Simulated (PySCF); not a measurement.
A calculated (B3LYP, PySCF 2.14, x2c-QZVPPall with one added diffuse shell each of s, p, d, f type, scalar relativity by spin-free X2C-1e) atom or ion has these occupied shells.

```json
{"shell": "1s α", "electrons": "1", "orbital energy (eV)": "-2453.5", "rms radius, mean of both spins (bohr)": "0.112"}
{"shell": "1s β", "electrons": "1", "orbital energy (eV)": "-2453.1", "rms radius, mean of both spins (bohr)": "0.112"}
{"shell": "2s α", "electrons": "1", "orbital energy (eV)": "-244.55", "rms radius, mean of both spins (bohr)": "0.521"}
{"shell": "2s β", "electrons": "1", "orbital energy (eV)": "-244.16", "rms radius, mean of both spins (bohr)": "0.521"}
{"shell": "2p α", "electrons": "3", "orbital energy (eV)": "-187.90", "rms radius, mean of both spins (bohr)": "0.493"}
{"shell": "2p β", "electrons": "3", "orbital energy (eV)": "-187.30", "rms radius, mean of both spins (bohr)": "0.493"}
{"shell": "3s α", "electrons": "1", "orbital energy (eV)": "-42.048", "rms radius, mean of both spins (bohr)": "1.69"}
{"shell": "3s β", "electrons": "1", "orbital energy (eV)": "-39.107", "rms radius, mean of both spins (bohr)": "1.69"}
{"shell": "3p α", "electrons": "2", "orbital energy (eV)": "-30.139", "rms radius, mean of both spins (bohr)": "1.89"}
```

Q: Name the element and its charge.

A: S²⁺ (sulfur, charge +2), in [Ne] 3s2 3p2, high-spin 3P determinant.
